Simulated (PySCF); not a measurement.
Coordinates in bohr (charge 0 multiplicity 1):
```
Be    0.0000    0.0000    0.0000
F     0.0000    0.0000    2.6046
F     0.0000    0.0000   -2.6046
```

These are results of PBE0/[Be def2-TZVP, F def2-TZVP], no relativity, density fitting, PySCF, not measurements.

This geometry of BeF₂ is a stationary point at this level.

What is the point group?

D∞h.

Is it a minimum?

Yes: all harmonic wavenumbers are real.

Which band is strongest in the infrared?

1572 cm⁻¹ (σu+), 385 km/mol.

Give the atomic charges and bond orders.


| atom | Mulliken | Löwdin | polar tensor | Mayer order to Be1 |
| --- | --- | --- | --- | --- |
| Be1 | 0.58 | 0.24 | 1.30 | – |
| F2,3 | -0.29 | -0.12 | -0.65 | 1.16 |

What is the atomisation energy, with and without zero-point energy?

1247 kJ/mol without, 1229 kJ/mol with.
